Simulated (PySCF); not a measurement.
SMILES O=C(O)[SiH2][SiH2][SeH], GFN2-xTB optimised geometry.

```
12

O      2.91     0.76     1.26
C      2.05     0.44     0.50
O      1.29     1.34    -0.15
Si     1.51    -1.34     0.00
Si    -0.81    -1.34     0.00
Se    -1.51     0.85     0.00
H      1.52     2.26     0.08
H      2.09    -1.54    -1.33
H      2.15    -2.26     0.94
H     -1.44    -1.95     1.17
H     -1.42    -1.96    -1.18
H     -2.91     0.54     0.09
```

Density from PySCF with PBE0/def2-TZVP at that geometry.

Minimum of the electron density along straight lines between bonded atoms, close to the bond critical point (lines longer than 1.1 times the sum of covalent radii, or with two minima, are not listed):

```tsv
bond	length / Å	ρ at the minimum / e bohr⁻³	∇²ρ there / e bohr⁻⁵	position (fraction from the first atom)
O1–C2	1.202	0.431	-0.10	0.67
C2–O3	1.342	0.305	[?]	0.34
C2–Si4	1.920	0.113	0.18	0.62
Si4–Si5	2.323	0.096	-0.17	0.49
Si5–Se6	2.296	0.088	[?]	0.35
O3–H7	0.973	0.347	-2.39	0.81
Si4–H8	1.466	0.124	0.18	0.49
Si4–H9	1.461	0.126	0.18	0.49
Si5–H10	1.467	0.124	0.19	0.49
Si5–H11	1.465	0.124	0.18	0.49
Se6–H12	1.438	0.184	[?]	0.62
```

Complete the blanks.


- C2–O3, ∇²ρ there / e bohr⁻⁵: -0.56
- Si5–Se6, ∇²ρ there / e bohr⁻⁵: -0.01
- Se6–H12, ∇²ρ there / e bohr⁻⁵: -0.31
